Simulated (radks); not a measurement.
Values are calculated unless marked as measured or tabulated.
Task: The palladium ion Pd11+ is in [Ar] 3d10 4s2 4p5. Code: a radial shooting solver on a logarithmic mesh with Libxc functionals. Model: scalar-relativistic Kohn-Sham, PBEsol, spin-polarised, spherical densities, finite nucleus; Fermi nuclear charge, rms radius of each element as measured or else 0.836 A^(1/3) + 0.57 fm. Open shells are filled with parallel spins first. One electron is removed from 4p, 3d, 4s, 3p in turn, with full relaxation. Which removal costs least, and what does each cost?

Result: 4p 263.12 eV; 4s 301.86 eV; 3d 579.39 eV; 3p 767.18 eV. The 4p electron leaves first.
